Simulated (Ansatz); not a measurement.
Input file for Ansatz (a first-principles code): U-PBE/def2-TZVPP on O2 (SMILES O=O).

Ansatz 0.2 input:
```yaml
crystal:
  periodic: [false, false, false]
  atoms:
    - {symbol: O, position_ang: [0.00000000, -0.00000000, -0.60213195]}
    - {symbol: O, position_ang: [-0.00000000, 0.00000000, 0.60213195]}
basis:
  gaussian:
    orbitals: def2-TZVPP
hamiltonian:
  xc: {name: PBE}
magnetization: {spin_polarized: true, initial_magnetization: 2}
```

The log:

```
WARN ansatz: RAYON_NUM_THREADS=1 ignored (pool sized by the plan → 1); use --threads N
Functional definition: PBE
integrals: 0.01 GiB planned
302 factors; their error is unknown
mean field: 0.11 GiB planned
mean field evaluation 1: about -4087.7997 eV, gradient 1.5e1 eV
mean field evaluation 2: about -4087.8921 eV, gradient 1.4e1 eV
mean field evaluation 4: about -4088.4753 eV, gradient 3.0e-1 eV
mean field evaluation 8: about -4088.4729 eV, gradient 4.4e-3 eV
mean field -4088.47292416 eV, -150.2486086962 hartree, gradient 2.6e-5 eV, S^2 2.004274; 0 other end points of the search recorded, 0 dependent functions left out
reference -4088.47293944 eV, -150.2486092581 hartree; 9, 7 occupied and 53, 55 virtual orbitals, 302 factors
Total energy: -4088.47293944 eV, -150.2486092581 hartree
```

The calculation finished and met its thresholds.

Cost: about 0.7 core-seconds (a rough figure).
